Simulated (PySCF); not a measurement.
## From computed data to an observable: entropy of an ideal gas

B(H)(SeH)2 (BH3Se2), SMILES [SeH]B[SeH].

Geometry optimised at B3LYP-D3(BJ)/def2-SVP. The structure was generated by enumeration, and PubChem lists no compound with its InChIKey, so it may never have been made. One conformer was computed; it need not be the lowest.

B3LYP-D3(BJ)/def2-SVP in PySCF 2.14.0 gives the harmonic wavenumbers 148, 259, 383, 534, 659, 738, 797, 822, 1032, 2414, 2415, 2667 cm⁻¹ and the rotational temperatures 1.4562, 0.0534, 0.0515 K. The molar mass is 171.78 g/mol, the symmetry number 2, the spin multiplicity 1.

Task: Work out the entropy at 298.15 K and 1 atm in the rigid-rotor, harmonic-oscillator model.

Result: 
Translation (Sackur–Tetrode at 1 atm): S = R[1.5 ln M + 2.5 ln T − 1.16487] = 172.9 J/(mol K).
Rotation: q = (√π/σ) T^1.5/√(θA θB θC) = 72100, S = R[ln q + 3/2] = 105.5 J/(mol K).
Vibration: with u = 1.4388 ν/T, each mode gives R[u/(e^u − 1) − ln(1 − e^−u)]:
```csv
ν (cm⁻¹),modes,u,S (J/(mol K))
148,1,0.71,11.29
259,1,1.25,6.98
383,1,1.85,4.30
534,1,2.58,2.42
659,1,3.18,1.50
738,1,3.56,1.11
797,1,3.85,0.88
822,1,3.97,0.80
1032,1,4.98,0.34
```
The stiffer modes add less than 0.005 each. Sum 29.6 J/(mol K).
Spin: R ln 1 = 0.0 J/(mol K).
Total 308.0 J/(mol K); the program's own thermochemistry gives 308.0. Translation makes up 56 % and vibration 10 %. Anharmonicity, hindered rotation and orbital degeneracy are left out.
